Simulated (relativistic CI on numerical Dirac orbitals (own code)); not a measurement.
**One change at a time: Si XIV**

Base calculation: Dirac-Coulomb-Breit CI, KLI orbitals optimised for each configuration, model QED.

Configurations in the expansion: 1s, 2s, 2p, 3s, 3p, 3d, 4s, 4p, 4d, 4f, 5s, 5p, 5d, 5f, 5g, 6s, 6p, 6d. Levels of other configurations are missing.

The lowest level and the first level of each name with at least 55 % of one term (blank where a level has no safe partner in the second run):

| Level | Base (eV) | Shift (eV) |
| --- | --- | --- |
| 1s 2S_1/2 | 0.00 | 0.00 |
| 2p 2P°_1/2 | 2004.32 | -4.33 |
| 2s 2S_1/2 | 2004.39 | -4.40 |
| 2p 2P°_3/2 | 2006.08 | -6.08 |
| 3p 2P°_1/2 | 2376.10 | -5.74 |
| 3s 2S_1/2 | 2376.12 | -5.76 |
| 3d 2D_3/2 | 2376.62 | -6.26 |
| 3p 2P°_3/2 | 2376.62 | -6.26 |
| 3d 2D_5/2 | 2376.80 | -6.43 |
| 4p 2P°_1/2 | 2506.16 | -6.16 |
| 4s 2S_1/2 | 2506.16 | -6.17 |
| 4d 2D_3/2 | 2506.37 | -6.38 |
| 4p 2P°_3/2 | 2506.38 | -6.38 |
| 4f 2F°_5/2 | 2506.45 | -6.45 |
| 4d 2D_5/2 | 2506.45 | -6.45 |
| 4f 2F°_7/2 | 2506.48 | -6.49 |
| 5p 2P°_1/2 | 2566.32 | -6.33 |
| 5s 2S_1/2 | 2566.33 | -6.33 |
| 5d 2D_3/2 | 2566.43 | -6.44 |
| 5p 2P°_3/2 | 2566.43 | -6.44 |
| 5f 2F°_5/2 | 2566.47 | -6.48 |
| 5d 2D_5/2 | 2566.47 | -6.48 |

(1) One thing was changed in a second run, which moved the levels as shown. Which?
A. QED terms removed
B. non-relativistic limit
C. configuration mixing switched off
D. Breit term removed

## Answers

(1) B. Non-relativistic limit. Without relativity the fine structure collapses and s electrons lose their extra binding.
